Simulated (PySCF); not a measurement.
Isomers of C9H13B, mass 132.111 u with the commonest isotopes. Theory: PBE0-D3(BJ)/def2-SVP geometry optimisation, gas phase in PySCF 2.14.0. One conformer each, none proved a minimum here; rigid rotors.

Question: Order these by radius of gyration √(Σ m r²/M), smallest first.
A. `CC=C=C=C=C(B(C)C)C`
B. `[CH3:1][B:2]([CH3:3])[C@H:4]1[C@H:5]2[CH:6]=[CH:7][C@@H:8]1[CH:9]=[CH:10]2` with C1–B2–C4–C5 33°
C. `[CH3:1][B:2]([CH3:3])[C:4]1=[CH:5][CH:6]=[CH:7][CH:8]=[CH:9][CH2:10]1` with C4–C5–C6–C7 30°, C6–C7–C8–C9 -30°, C8–C9–C10–C4 71°, B2–C4–C10–C9 104°

Answer: B (2.096 Å), C (2.328 Å), A (3.031 Å).

Question: Order these by rotational constant B, smallest first.
A. `CB(C)C(C)=C=C=C=CC`
B. `[CH3:1][B:2]([CH3:3])[C@H:4]1[C@H:5]2[CH:6]=[CH:7][C@@H:8]1[CH:9]=[CH:10]2` with C1–B2–C4–C5 33°
C. `[CH3:1][B:2]([CH3:3])[C:4]1=[CH:5][CH:6]=[CH:7][CH:8]=[CH:9][CH2:10]1` with C4–C5–C6–C7 30°, C6–C7–C8–C9 -30°, C8–C9–C10–C4 71°, B2–C4–C10–C9 104°

Answer: A (479.1 MHz), C (950.7 MHz), B (1126 MHz).

Question: Order these by dipole moment, largest first.
A. `[CH3:1][B:2]([CH3:3])[C@H:4]1[C@H:5]2[CH:6]=[CH:7][C@@H:8]1[CH:9]=[CH:10]2` with C1–B2–C4–C5 33°
B. `[CH3:1][B:2]([CH3:3])[C:4]1=[CH:5][CH:6]=[CH:7][CH:8]=[CH:9][CH2:10]1` with C4–C5–C6–C7 30°, C6–C7–C8–C9 -30°, C8–C9–C10–C4 71°, B2–C4–C10–C9 104°
C. `C(=CC)=C=C=C(B(C)C)C`

Answer: C (0.79 D), B (0.38 D), A (0.23 D).

```json
{"SMILES": "CB(C)[C@H]1[C@H]2C=C[C@@H]1C=C2", "point group": "near Cs", "Ia (u·Å²)": "212.55", "Ib (u·Å²)": "448.68", "Ic (u·Å²)": "499.61", "κ": "-0.83", "μa (D)": "0.07", "μb (D)": "0.03", "μc (D)": "0.22"}
{"SMILES": "CB(C)C1=CC=CC=CC1", "point group": "C1", "Ia (u·Å²)": "214.43", "Ib (u·Å²)": "531.58", "Ic (u·Å²)": "686.05", "κ": "-0.74", "μa (D)": "0.31", "μb (D)": "0.12", "μc (D)": "0.17"}
{"SMILES": "CC=C=C=C=C(C)B(C)C", "point group": "C1", "Ia (u·Å²)": "180.01", "Ib (u·Å²)": "1054.76", "Ic (u·Å²)": "1191.87", "κ": "-0.95", "μa (D)": "0.74", "μb (D)": "0.20", "μc (D)": "0.18"}
```
